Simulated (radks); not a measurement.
Question: The table gives one normalised radial function P(r) = r R(r) of Ba2+ in [Xe] (r in bohr). Method: scalar-relativistic Kohn-Sham, HCTH/407, spin-polarised, spherical densities, finite nucleus; Fermi nuclear charge, rms radius 4.8378 fm; computed with a radial shooting solver on a logarithmic mesh with Libxc functionals.

r              P
0.001362   0.0000
0.001573   0.0000
0.001802   0.0000
0.002081   0.0000
0.002385   0.0000
0.002754   0.0001
0.003155   0.0001
0.003644   0.0002
0.004175   0.0002
0.004821   0.0003
0.005524   0.0005
0.006379   0.0007
0.007308   0.0011
0.00844    0.0016
0.00967    0.0023
0.01117    0.0035
0.01279    0.0050
0.01478    0.0074
0.01693    0.0105
0.01955    0.0153
0.0224     0.0217
0.02587    0.0312
0.02964    0.0435
0.03423    0.0613
0.03921    0.0839
0.04529    0.1155
0.05189    0.1540
0.05992    0.2053
0.06865    0.2644
0.07928    0.3381
0.09083    0.4161
0.1049     0.5031
0.1202     0.5821
0.1388     0.6513
0.159      0.6896
0.1837     0.6853
0.2104     0.6244
0.243      0.4886
0.2784     0.2899
0.3215     0.0139
0.3683    -0.2878
0.4254    -0.6160
0.4874    -0.8955
0.5629    -1.1174
0.6449    -1.2283
0.7447    -1.2293
0.8532    -1.1306
0.9854    -0.9505
1.129     -0.7457
1.304     -0.5302
1.494     -0.3538
1.725     -0.2095
1.976     -0.1156
2.283     -0.0547
2.615     -0.0237
3.02      -0.0084
3.46      -0.0027
3.996     -0.0007
4.578     -0.0001
5.287     0.0000
6.057     0.0000

Which n and l does it have? It may be an empty orbital.

Answer: n = 4, l = 2: the number of nodes gives n - l - 1 = 1, the rise at small r (about r^(l+1), flatter next to the nucleus through relativity) gives l, and the extent must fit the shell. The curve is that of 4d. 4d: eigenvalue -103.61 eV, 1 radial node at r = 0.324 bohr, <r> = 0.797 bohr, 90 % of the charge inside 1.20 bohr.
